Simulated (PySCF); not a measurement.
## [CoS2]+: breathing scan

Method: UPBE0/[Co def2-SVP, S def2-SVP], no relativity, density fitting, PySCF.

Rigid scan from the quintet minimum (Co–S 2.248 Å (×2), S–S 2.024 Å; Co–S–S 63.3° (×2), S–Co–S 53.5°). Coordinate: all bonds to the central atom scaled together. Energies in kJ/mol from the minimum.

Problem. Predict the curve at 0.88, 0.92, 0.96, 1.00, 1.04, 1.08, 1.14, 1.22, 1.35.

Solution. 
```
scale of all bonds to the centre  E (kJ/mol)  dipole size (D, about the centre of mass)  ⟨S²⟩
                            0.88       175.2                                       3.59  6.01
                            0.92        67.9                                       3.91  6.01
                            0.96        14.9                                       4.24  6.01
                            1.00         0.0                                       4.56  6.01
                            1.04        11.7                                       4.86  6.02
                            1.08        41.4                                       5.15  6.02
                            1.14       107.2                                       5.52  6.02
                            1.22       214.7                                       5.89  6.02
                            1.35       396.0                                       6.21  6.03
```

Other spin states or occupations of the open shell can lie lower.

The scan took 13 s on 2 threads of a shared Intel Xeon 6975P-C (Granite Rapids) host; the process peaked at 0.65 GiB. Launch command: `OMP_NUM_THREADS=2 python axn.py task.json out`.
